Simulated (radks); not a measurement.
Fractional charge and spin in the 4s shell of zinc: the spin-up occupation runs from 0 to 1 and the spin-down occupation from 0 to 1; the fullest corner is Zn, [Ar] 3d10 4s(up 1, down 1). Method: non-relativistic Kohn-Sham, PBE, spin-polarised, spherical densities, point nucleus; computed with a radial shooting solver on a logarithmic mesh with Libxc functionals. Energy (eV) above the fullest corner. The planes named below are the two flat planes that join the four corners, with an edge along up + down = one added electron.

down \ up,0,0.25,0.5,0.75,1
0,27.750,22.366,17.515,13.188,9.377
0.25,22.366,17.596,13.341,9.595,6.347
0.5,17.515,13.341,9.668,6.485,3.782
0.75,13.188,9.595,6.485,3.847,1.671
1,9.377,6.347,3.782,1.671,0.000

Corners above the fullest one (they belong to Zn+ and the next ion): (up 1, down 0) 9.377 eV, (up 0, down 1) 9.377 eV, (up 0, down 0) 27.750 eV. With half an added electron in each spin the energy lies 0.291 eV from the planes (fractional-spin error, the static-correlation error of a stretched bond), and with half an added electron in spin up alone -1.048 eV (fractional-charge error). For a frontier s shell over closed shells the exact functional lies on the planes.
